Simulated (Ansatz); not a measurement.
Cost and result up the ladder for Sn24H30, a nanocrystal cut from hexagonal tin (54 atoms). The state is a singlet with charge 0. Geometry: PBE-D4/def2-SVP.

Cartesian coordinates in Å:
```
Sn -3.311 3.869 -1.560
Sn -4.835 3.592 0.802
Sn 0.365 2.287 -3.980
Sn 3.008 3.009 -3.319
Sn -1.159 2.036 -1.599
Sn 0.476 2.492 0.664
Sn -3.705 1.570 2.413
Sn -1.033 2.225 3.052
Sn 4.152 0.979 -1.732
Sn 2.662 0.700 0.666
Sn 4.283 1.181 2.933
Sn 0.129 0.235 4.684
Sn 2.789 0.933 5.316
Sn 0.334 -0.158 -5.384
Sn -2.157 -0.599 -1.365
Sn -3.677 -0.883 1.014
Sn 1.499 -2.160 -3.779
Sn 4.152 -1.479 -3.110
Sn -0.026 -2.459 -1.405
Sn 1.582 -1.908 0.853
Sn -2.569 -2.936 2.605
Sn 0.080 -2.194 3.243
Sn -1.093 -5.070 -1.201
Sn -2.577 -5.372 1.182
H -2.689 5.488 -1.677
H -4.319 3.613 -2.952
H -4.869 5.097 1.671
H -6.479 3.191 0.408
H -0.350 3.533 -4.972
H 2.995 4.502 -2.430
H 3.953 3.269 -4.755
H 1.098 4.121 0.576
H -4.617 1.379 3.888
H -1.000 3.753 3.896
H 5.790 1.419 -1.322
H 4.978 2.770 2.826
H 5.605 0.052 2.940
H -0.820 0.059 6.137
H 2.818 2.430 6.197
H 3.495 -0.279 6.342
H 1.184 -0.006 -6.893
H -1.306 -0.596 -5.754
H -3.195 -0.920 -2.731
H -5.311 -1.312 0.575
H 1.490 -3.678 -4.641
H 5.141 -1.390 -4.538
H 4.827 -2.712 -2.089
H 2.902 -3.050 0.883
H -3.495 -3.083 4.077
H 0.814 -3.451 4.207
H -2.110 -5.381 -2.576
H 0.197 -6.233 -1.254
H -4.210 -5.841 0.814
H -1.889 -6.634 2.159
```

Ansatz on 11 threads of AMD EPYC 7R13 on a shared host and a whole NVIDIA H100 80GB HBM3. Times are rough, and most runs start from the orbitals of an earlier one. PBE0-D4/def2-TZVP serves as the yardstick here, not as an exact answer. Differences are given only for rows in sets of like size (and for xTB, whose basis is part of the method), since another set adds its own error. Binding counts from free atoms at the same level (Sn triplet, H doublet; other spins of the atoms weren't run), without zero-point energy or a counterpoise term.

In the def2 sets Sn takes a core potential; there is no spin–orbit coupling. Correlated methods freeze 96 core orbitals; core or outer-core shells of Sn are correlated, in sets that lack core-valence functions. The rows differ in basis, and correlated rows in double-zeta sets carry the largest basis error. Single mean-field runs in def2-SVP, def2-TZVP are fitted with def2-universal-jkfit.

Correlated methods converge slowly with the basis, most of all in double-zeta sets.

```tsv
level	functions	binding energy per atom (eV)	difference from PBE0-D4/def2-TZVP (eV)
PBE0-D4/def2-TZVP	1380	2.50	0.00
PBE-D4/def2-SVP	774	2.49	–
PBE-D4/def2-TZVP	1380	2.50	0.00
r2SCANh-D4/def2-TZVP (with forces)	1380	2.50	0.00
MP2/def2-SVP	774	2.30	–
r2SCAN-D4/def2-TZVP (with forces)	1380	2.50	0.01
PBE0-D4/def2-SVP	774	2.48	–
```

Question: Estimate how long each takes.

Answer: PBE-D4/def2-SVP 6 s; PBE-D4/def2-TZVP 10 s; PBE0-D4/def2-SVP 10 s; r2SCAN-D4/def2-TZVP (with forces) 14 s; PBE0-D4/def2-TZVP 15 s; MP2/def2-SVP 16 s; r2SCANh-D4/def2-TZVP (with forces) 22 s. On shared hardware such times vary by a factor of up to 3.
